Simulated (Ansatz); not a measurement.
Match the barriers

Saddle point of CH₆SSn, singlet (CH₆SSn ([CH3][SnH2][SH]) → SnH₂S ([S][SnH2]) + CH₄; bonds formed: C2–H4; bonds broken: Sn1–C2, S3–H4), PBE0-D4/def2-TZVP structure:

```xyz
9
angstrom
Sn -0.0107 -1.1567 0.6231
C -0.0645 1.0347 -0.2830
S 0.6513 -1.7913 -1.4914
H 0.2891 -0.0891 -1.0192
H 1.0825 -0.9433 1.9219
H -1.6183 -1.3157 1.1877
H 0.6338 1.5238 0.3980
H -1.1023 1.2861 -0.0579
H 0.1391 1.4516 -1.2792
```

Program: Ansatz 0.2.0. Basis: def2-TZVPP, with def2-QZVPP for the basis limit. Cores are frozen in the correlated methods. Filled d shells of the heavier atoms are correlated. Core potentials replace the inner electrons of the atoms past krypton. The def2 sets are not built for correlating such inner shells, so the correlated values are less sure here. Extrapolation: Hartree–Fock as exp(−7.88 √X), correlation as X^−2.97. Four methods, as single points on the PBE0-D4 structures, gave these electronic barriers from the start structure: 2.003, 2.285, 2.571, 3.102 eV.

(1) The methods were, in alphabetical order, CCSD(T), HF, r2SCAN-D4, SPW92. Which gave which? (A judgement: the text doesn't fix the answer.)

The T1 diagnostic stays at or below 0.019.

## Answers

(1) By the calculation: SPW92 2.003; r2SCAN-D4 2.285; CCSD(T) 2.571; HF 3.102 eV. For comparison, CCSD(T) at an estimated basis limit (MP2 extrapolated from triple and quadruple zeta, plus CCSD(T) − MP2 in triple zeta) gives 2.476 eV.

Labels in which every atom is bracketed show which atoms are joined, not bond orders.

For scale, one of the runs: CCSD(T)/def2-TZVPP, 207 basis functions, launched by `ansatz run in.yaml --threads 4 --pin off --events-out ev --progress --plain --max-ram 9574MiB`. Time: 99 s of wall clock on 4 CPU threads of an Intel Xeon; the host was shared. Peak host memory: 2.9 GiB.
